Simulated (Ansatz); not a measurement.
The same path of AlBCl₃H₃O (9 atoms, charge 0, multiplicity 1) was run twice with different band settings. Lost on the way: B1–Cl2, Cl4–Al6, O5–H9. Made: B1–Cl4, Cl2–H9.

Level of theory: Ansatz, RKS B3LYP-D4/def2-SVP.

Relaxed end points:

```xyz
9
Properties=species:S:1:pos:R:3
B 0.581 -0.334 0.738
Cl 0.367 0.880 1.980
Cl 1.695 -0.158 -0.578
Cl -1.883 -0.973 -1.730
O -0.152 -1.506 0.826
Al -0.994 -2.637 -0.695
H 0.242 -3.325 -1.390
H -1.960 -3.398 0.311
H -0.721 -1.561 1.612
```

```xyz
9
Properties=species:S:1:pos:R:3
B -0.475 -0.242 -0.990
Cl 0.581 -1.786 2.254
Cl 0.388 0.891 0.169
Cl -0.963 0.470 -2.528
O -0.678 -1.478 -0.639
Al -0.663 -2.955 0.326
H 0.422 -4.003 -0.123
H -2.038 -3.275 1.023
H 0.603 -0.634 1.581
```

Common settings: spring 5.0 eV/Å²; optimiser quadratic models (default); start path through a guess of the saddle point; force threshold 0.05 eV/Å; iteration limit 60; end points relaxed.

| run | movable images | climbing image |
| --- | --- | --- |
| 1 | 7 | yes |
| 2 | 1 | no |

Problem. What does each run give, and how far can it be trusted?

Solution. Run 1: converged after 38 iterations, highest image 1.734 eV above the first end. The profile has 2 maxima (images 2, 4) with wells between them (image 3): this band takes more than one step, which may be the mechanism or a detour left from its start path. Neighbouring images differ by up to 1.3 eV, so the band resolves the path poorly. A vibrational analysis at the climbing image gives one clearly imaginary mode, 1078i cm⁻¹: a first-order saddle point.
Run 2: converged after 20 iterations, highest image 0.830 eV above the first end. No image climbed, so the highest image needn't sit at the top of the path. A band with more images between the same ends climbed to 1.73 eV, so this one has probably stepped over the top. So few images can step over the top or miss a turn of the path.
The orbitals stay closed-shell, which can raise the energy where a bond breaks towards radicals; this wasn't checked here.
